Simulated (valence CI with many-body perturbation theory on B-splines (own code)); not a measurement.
Values are calculated unless marked as measured or tabulated.
Hyperfine factors and g values of Au56+

Level of theory: relativistic CI+MBPT: five valence electrons over a frozen Dirac-Fock core [Ar], radial functions for each j: 7 s, 7 p, 8 d, 6 f, 4 g, 1 h, with the one-electron correlation potential Σ1, the two-electron term Σ2, the three-electron term Σ3, Breit, model QED; selected CI, second order for the rest (own B-spline code, finite nucleus).

No measured spectrum was set against this ion. As an estimate, large intervals hold to a few tenths of a per cent, small ones and those within an open d or f shell to about a per cent. The list stops below the first excitations out of the core. Only levels of the ground parity were solved; by the run's estimate the other parity begins above the list, which can be wrong where configurations are misplaced.

A/g_I is the dipole constant over the nuclear g factor μ/I (μ in nuclear magnetons, uniformly magnetised nucleus), B/Q the quadrupole constant per barn. Both hold the static response of the core; the bare values leave it out. Large factors of s and p1/2 electrons are usually good to 5 to 10 %; those of open d and f shells near neutrality can be off by tens of per cent, and small factors of p3/2, d and f electrons come from cancelling terms and can be off by a factor of two or in sign, in half-filled shells by more. B is blank for J = 1/2, where it vanishes, and for nearly pure S terms. Energies count from the lowest level.

Levels are named by their leading jj configuration (3d3/2^4 stands for four electrons in 3d with j = 3/2), which in mixed levels can hold well under half, so a name can repeat and another be missing. Letters in brackets count levels of one name in rising energy.

| Level | E (cm⁻¹) | g | A/g_I (MHz) | A/g_I bare | B/Q (MHz/b) | B/Q bare |
| --- | --- | --- | --- | --- | --- | --- |
| (3d3/2^4 3d5/2) J=5/2 | 0 | 1.254 | 46700 | 47900 | 90800 | 91500 |
| (3d3/2^3 3d5/2^2) J=5/2 [a] | 672140 | 1.324 | 27700 | 29100 | 32200 | 32300 |
| (3d3/2^3 3d5/2^2) J=7/2 [a] | 771430 | 1.158 | 54900 | 55700 | 96900 | 97700 |
| (3d3/2^3 3d5/2^2) J=11/2 | 780320 | 1.092 | 71300 | 71800 | -4590 | -4870 |
| (3d3/2^3 3d5/2^2) J=3/2 [a] | 789970 | 1.133 | 71000 | 71700 | 79900 | 80600 |
| (3d3/2^3 3d5/2^2) J=9/2 | 832380 | 1.126 | 63400 | 64100 | 99400 | 100000 |
| (3d3/2^3 3d5/2^2) J=5/2 [b] | 867890 | 1.124 | 65400 | 66100 | -7650 | -7670 |
| (3d3/2^3 3d5/2^2) J=7/2 [b] | 905360 | 1.065 | 77600 | 78000 | -107000 | -108000 |
| (3d3/2^3 3d5/2^2) J=1/2 | 906040 | 1.760 | -37300 | -34300 |  |  |
| (3d3/2^3 3d5/2^2) J=3/2 [b] | 1064900 | 0.800 | 123000 | 123000 | -106000 | -107000 |
| (3d3/2^2 3d5/2^3) J=5/2 [a] | 1433400 | 1.317 | 20400 | 21700 | 4710 | 4760 |
| (3d3/2^2 3d5/2^3) J=7/2 [a] | 1511000 | 1.206 | 46500 | 47400 | -3470 | -3510 |
| (3d3/2^2 3d5/2^3) J=11/2 | 1511900 | 1.087 | 69300 | 69800 | 1350 | 1370 |
| (3d3/2^2 3d5/2^3) J=9/2 [a] | 1530400 | 1.138 | 59800 | 60500 | -8080 | -8160 |
| (3d3/2^2 3d5/2^3) J=13/2 | 1554200 | 1.063 | 74800 | 75200 | -80.4 | -71.2 |
| (3d3/2^2 3d5/2^3) J=1/2 [a] | 1578100 | 0.427 | 202000 | 200000 |  |  |
| (3d3/2^2 3d5/2^3) J=3/2 [a] | 1588000 | 1.157 | 58000 | 58800 | 2100 | 2100 |
| (3d3/2^2 3d5/2^3) J=5/2 [b] | 1595700 | 1.019 | 82700 | 83000 | -7790 | -7830 |
| (3d3/2^2 3d5/2^3) J=9/2 [b] | 1641000 | 1.094 | 68600 | 69200 | 1990 | 2010 |
| (3d3/2^2 3d5/2^3) J=7/2 [b] | 1662200 | 0.978 | 91900 | 92000 | -1990 | -2020 |
| (3d3/2^2 3d5/2^3) J=5/2 [c] | 1684000 | 1.046 | 77600 | 78000 | 7640 | 7680 |
| (3d3/2^2 3d5/2^3) J=3/2 [b] | 1684100 | 0.855 | 114000 | 114000 | 6920 | 7030 |
| (3d3/2^2 3d5/2^3) J=7/2 [c] | 1740200 | 1.025 | 83000 | 83400 | 2080 | 2100 |
| (3d3/2^2 3d5/2^3) J=1/2 [b] | 1741800 | 1.744 | -51500 | -48700 |  |  |
| (3d3/2^2 3d5/2^3) J=9/2 [c] | 1818200 | 1.101 | 67200 | 67800 | 25500 | 25800 |
| (3d3/2^2 3d5/2^3) J=3/2 [c] | 1954400 | 1.175 | 54000 | 54800 | -21300 | -21500 |
| (3d3/2^2 3d5/2^3) J=5/2 [d] | 1991200 | 1.172 | 53800 | 54600 | 19100 | 19300 |

Q: Take the isotope of mass number 197, with I = 3/2, μ = 0.1452 μN and Q = 0.547 b. What is the hyperfine structure of (3d3/2^3 3d5/2^2) J=11/2?

A: From the table A = 6900 MHz, B = -2510 MHz. Shifts from the centre of gravity in MHz: F = 4: -68300, F = 5: -32200, F = 6: 9590, F = 7: 56300.
